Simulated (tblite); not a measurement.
C4H6ClNSi.
Atom-mapped SMILES: `[CH2:1]=[N:2][Si@@H:3]([Cl:4])[C:5]#[C:6][CH3:7]` (hydrogens: H8, H9 on C1; H10 on Si3; H11, H12, H13 on C7)

Computed with GFN2-xTB (tblite), gas phase: L-BFGS steps from a force-field or distance-geometry start until the largest atomic force falls under 0.01 eV/Å.

Step 35: E = -565.6104 eV
```
atom  x, y, z in Å  |  force x, y, z in eV/Å
C1      2.7067    0.6415    0.3214    0.009   0.022   0.072
N2      2.3161   -0.0177   -0.6621    0.037  -0.014  -0.027
Si3     1.0342   -1.1550   -0.9345    0.049   0.017   0.036
Cl4     1.3685   -2.8602    0.1284   -0.004   0.029  -0.026
C5     -0.5866   -0.4510   -0.4118   -0.001  -0.048  -0.014
C6     -1.6047    0.0665   -0.0273    0.043   0.006   0.005
C7     -2.8133    0.6990    0.4389   -0.030   0.009   0.008
H8      3.5621    1.3055    0.2153    0.038  -0.025  -0.071
H9      2.2642    0.6226    1.3222   -0.064  -0.024  -0.011
H10     1.1178   -1.4428   -2.3592   -0.008   0.008   0.016
H11    -2.5588    1.5654    1.0467   -0.010   0.050   0.033
H12    -3.3950    0.0032    1.0394   -0.027  -0.052   0.039
H13    -3.4157    1.0236   -0.4066   -0.032   0.022  -0.058
```

Step 36: E = -565.6117 eV
```
atom  x, y, z in Å  |  force x, y, z in eV/Å
C1      2.7172    0.6413    0.3196    0.009   0.031   0.067
N2      2.3317   -0.0318   -0.6571    0.033  -0.002   0.023
Si3     1.0357   -1.1541   -0.9285    0.048   0.052   0.022
Cl4     1.3583   -2.8697    0.1160    0.006   0.014  -0.010
C5     -0.5793   -0.4409   -0.4002   -0.020  -0.050  -0.002
C6     -1.6027    0.0700   -0.0208    0.039   0.013   0.013
C7     -2.8183    0.6958    0.4378   -0.028   0.007   0.003
H8      3.5803    1.2953    0.2154    0.055  -0.035  -0.101
H9      2.2654    0.6513    1.3168   -0.095  -0.053  -0.033
H10     1.0993   -1.4317   -2.3562    0.008   0.009   0.010
H11    -2.5753    1.5653    1.0467   -0.010   0.032   0.020
H12    -3.3997   -0.0042    1.0346   -0.018  -0.042   0.034
H13    -3.4168    1.0139   -0.4134   -0.027   0.024  -0.045
```

Step 37: E = -565.6131 eV
```
atom  x, y, z in Å  |  force x, y, z in eV/Å
C1      2.7277    0.6409    0.3181    0.011   0.028   0.033
N2      2.3500   -0.0459   -0.6530    0.020   0.013   0.080
Si3     1.0385   -1.1517   -0.9220    0.033   0.078   0.001
Cl4     1.3495   -2.8776    0.1035    0.017  -0.004   0.009
C5     -0.5714   -0.4306   -0.3878   -0.039  -0.043   0.015
C6     -1.5993    0.0749   -0.0132    0.015   0.024   0.024
C7     -2.8237    0.6927    0.4368   -0.018   0.003  -0.004
H8      3.5992    1.2838    0.2157    0.066  -0.045  -0.108
H9      2.2630    0.6778    1.3090   -0.112  -0.069  -0.051
H10     1.0785   -1.4212   -2.3522    0.029   0.015   0.005
H11    -2.5939    1.5662    1.0473   -0.014  -0.002  -0.005
H12    -3.4044   -0.0127    1.0298    0.003  -0.016   0.015
H13    -3.4181    1.0039   -0.4212   -0.010   0.018  -0.012
```

Q: Estimate the geometry and energy of step 38. (The exact step hangs on the optimiser's Hessian estimate; all steps are aligned on step 37, rigid shifts and turns removed.)

A: E = -565.6148 eV, largest force 0.142 eV/Å
```
atom  x, y, z in Å  |  force x, y, z in eV/Å
C1      2.7382    0.6407    0.3175    0.013   0.013  -0.022
N2      2.3689   -0.0596   -0.6482    0.003   0.031   0.124
Si3     1.0421   -1.1475   -0.9154    0.009   0.081  -0.021
Cl4     1.3417   -2.8841    0.0912    0.027  -0.017   0.026
C5     -0.5644   -0.4220   -0.3756   -0.052  -0.029   0.033
C6     -1.5954    0.0808   -0.0051   -0.021   0.034   0.034
C7     -2.8292    0.6898    0.4359   -0.005  -0.002  -0.009
H8      3.6187    1.2715    0.2144    0.065  -0.052  -0.086
H9      2.2577    0.7017    1.2995   -0.109  -0.066  -0.062
H10     1.0582   -1.4109   -2.3474    0.051   0.024  -0.001
H11    -2.6130    1.5673    1.0479   -0.018  -0.041  -0.033
H12    -3.4087   -0.0217    1.0254    0.026   0.018  -0.012
H13    -3.4192    0.9945   -0.4294    0.012   0.006   0.030
```

The energy changes by -0.0016 eV. The first-order estimate −F·Δx gives -0.0022 eV and the mean of the old and new forces, exact on a quadratic surface, -0.0016 eV. The step makes an angle of 82° with the force vector and moves no atom by more than 0.026 Å.

What follows is the cost of the whole relaxation. The run took 1.3 s on one thread of an Arm Neoverse N1, shared host with 64 logical CPUs at a one-minute load of 61.
